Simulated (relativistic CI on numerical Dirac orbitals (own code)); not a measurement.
# Ta69+: sensitivity of the levels to the model

Base calculation: Dirac-Coulomb-Breit CI, KLI orbitals optimised for each configuration, a model potential for QED, unscaled Slater integrals.

CI space (outside the closed core 1s2): 2s2, 2s.2p, 2p2, 2p.3s, 2p.3p, 2s.3s, 2s.3p, 2s.3d, 2s.4s, 2s.4p, 2s.4d, 2s.4f, 2s.5s, 3s2, 2s.5p, 2s.5d, 2s.5f, 2s.5g, 3s.3p, 3p2. Levels of other configurations are missing.

Variants: (1) non-relativistic limit; (2) one mean potential for all configurations. Shifts of the energy above 2s2 1S_0, in eV, for the lowest level and the first level of each name with at least 55 % of one term (blank where a level changes its place among those of its configuration and J or its character, or is not in the variant):

```csv
Level,Base,Δ(1),Δ(2)
2s2 1S_0,0.0,0.0,0.0
2s.2p 3P°_0,168.6,-43.8,+0.1
2s.2p 3P°_1,202.2,-77.4,+0.1
2p2 3P_0,475.9,-154.6,+0.6
2s.2p 3P°_2,1560.1,-1435.4,+0.1
2s.2p 1P°_1,1650.0,-1410.4,+0.1
2p2 3P_1,1824.3,-1503.0,+0.5
2p2 1D_2,1842.5,,+0.5
2p2 3P_2,3228.4,,+0.3
2p2 1S_0,3296.3,-2850.2,+0.3
2s.3s 3S_1,10644.2,-1104.2,-0.2
2s.3s 1S_0,10677.8,-1113.1,-0.1
2s.3p 3P°_0,10723.5,-1120.8,-0.2
2s.3p 3P°_1,10723.8,,-0.2
```

At this charge energies of transitions that change n are usually good to better than 1 %, and those within a shell (Δn = 0) to a few per cent.

Ionisation energy from the two ground configurations alone: base 18754.9 eV. The NIST ASD value (theoretical) is 18760 eV.

LS names give the leading component of a level, which can be under half, so a name can repeat, a term be missing and a line seem to break the LS rules.
